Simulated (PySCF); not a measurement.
Compound: C6H5NO.
InChI=1S/C6H5NO/c8-5-6-1-3-7-4-2-6/h1-5H

Level of theory: TDDFT PBE0/def2-SVPD, vertical, gas phase, core orbitals frozen in the response (PySCF 2.14.0, density-fitted response routines). The structure is a single GFN2-xTB conformer in the gas phase; no vibrational or solvent corrections. Torsions of this conformer, `[O:1]=[CH:2][c:3]1[cH:4][cH:5][n:6][cH:7][cH:8]1`: O1–C2–C3–C4 180°.

```json
{"state": "S1", "λ (nm)": "348.1", "E (eV)": "3.56", "f": "0.0000", "symmetry": "–", "main configurations (H = HOMO, L = LUMO)": "H-1→L (49%), H→L (47%)"}
{"state": "S2", "λ (nm)": "311.3", "E (eV)": "3.98", "f": "0.0019", "symmetry": "–", "main configurations (H = HOMO, L = LUMO)": "H→L (51%), H-1→L (46%)"}
{"state": "S3", "λ (nm)": "261.2", "E (eV)": "4.75", "f": "0.046", "symmetry": "A′", "main configurations (H = HOMO, L = LUMO)": "H-2→L (92%)"}
{"state": "S4", "λ (nm)": "241.6", "E (eV)": "5.13", "f": "0.0001", "symmetry": "–", "main configurations (H = HOMO, L = LUMO)": "H→L+1 (90%), H-1→L+1 (9%)"}
{"state": "S5", "λ (nm)": "217.8", "E (eV)": "5.69", "f": "0.203", "symmetry": "A′", "main configurations (H = HOMO, L = LUMO)": "H-3→L (88%), H-2→L+1 (8%)"}
{"state": "S6", "λ (nm)": "206.8", "E (eV)": "6.00", "f": "0.0000", "symmetry": "–", "main configurations (H = HOMO, L = LUMO)": "H-1→L+1 (90%), H→L+1 (9%)"}
{"state": "S7", "λ (nm)": "185.7", "E (eV)": "6.68", "f": "0.0007", "symmetry": "–", "main configurations (H = HOMO, L = LUMO)": "H-4→L (63%), H→L+2 (24%), H-1→L+2 (10%)"}
{"state": "S8", "λ (nm)": "184.2", "E (eV)": "6.73", "f": "0.0022", "symmetry": "A″", "main configurations (H = HOMO, L = LUMO)": "H→L+2 (49%), H-4→L (35%), H-1→L+2 (12%)"}
```

Triplets, Tamm–Dancoff:

```
state  E (eV)  λ (nm)  main configurations (H = HOMO, L = LUMO)
   T1    3.02   409.9                    H-1→L (51%), H→L (42%)
   T2    3.42   362.0                    H→L (51%), H-1→L (41%)
   T3    3.74   331.5                  H-2→L (65%), H-3→L (25%)
```

The lowest singlet lies at 3.56 eV (348 nm, ultraviolet) and is dark (f under 0.0005); its leading configuration is HOMO-1→LUMO (49%). The most intense listed level is S5 at 5.69 eV (218 nm, f = 0.203), 2.13 eV above S1. Löwdin shares by element: HOMO nitrogen 45%, carbon 18% or more, oxygen 12% (atoms not listed hold the other 26%); LUMO carbon 34% or more, oxygen 20%, nitrogen 13% (atoms not listed hold the other 33%). Weighted by f, the mean energy of these states is 5.52 eV. The listed states span 3.17 eV, and the widest gap between neighbours is 0.76 eV (S2 to S3). Of the 8 states listed, 2 reach f = 0.01 and 3 stay under 0.0005. No computed singlet lies in the visible range (380 to 750 nm); the lowest, at 348 nm, stands 0.30 eV above its violet end (3.26 eV); a Tamm–Dancoff triplet lies at 410 nm, without intensity as long as spin–orbit coupling is left out. Symmetry labels in Cs follow from the direction of the transition dipole and are given only for states with f of 0.002 or more. The window holds the lowest 8 singlets.
